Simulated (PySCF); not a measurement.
Si(F)(I)2(OH) (FHI2OSi), SMILES O[Si](I)(F)I. Atoms are numbered in the order given.

```xyz
6

O     -1.6377    -1.5488    -0.4419
Si    -0.5995    -0.5692     0.3580
F     -0.7762    -0.7508     1.9512
I      1.6342    -1.2345    -0.2424
I     -1.0483     1.7710    -0.1088
H     -2.5733    -1.3172    -0.4252
```

Coordinates come from a PBE0-D3(BJ)/def2-SVP optimisation. The structure was generated by enumeration, and PubChem lists no compound with its InChIKey, so it may never have been made. The def2 effective core potentials stand for the cores of I; spin–orbit coupling is left out. Other conformers were not sampled.

Calculation: PBE/def2-TZVP in PySCF.

ESP charges are fitted to the potential on shells at 1.4 to 2.0 van der Waals radii. Atomic charges (e):

```
atom  ESP fit  Mulliken  Löwdin
----  -------  --------  ------
O1      -0.40     -0.43       …
Si2     -0.05      0.53   -0.62
F3      -0.07     -0.24       …
I4       0.08     -0.08       …
I5       0.01     -0.11       …
H6       0.43      0.32    0.19
```

Problem. Fill in the missing entries. (The exact figures need the calculation; the answer reports its results.)

Solution. 
- O1, Löwdin: -0.07
- F3, Löwdin: 0.04
- I4, Löwdin: 0.25
- I5, Löwdin: 0.21

Problem. Give the Mayer and Wiberg (Löwdin basis) orders of the bonds. (The exact figures need the calculation; the answer reports its results.)

Solution. 
```json
[
 {"bond": "O1–Si2", "Mayer": "1.31", "Wiberg": "1.75"},
 {"bond": "Si2–F3", "Mayer": "1.18", "Wiberg": "1.73"},
 {"bond": "Si2–I4", "Mayer": "1.20", "Wiberg": "1.72"},
 {"bond": "Si2–I5", "Mayer": "1.16", "Wiberg": "1.68"},
 {"bond": "O1–H6", "Mayer": "0.86", "Wiberg": "1.00"}
]
```
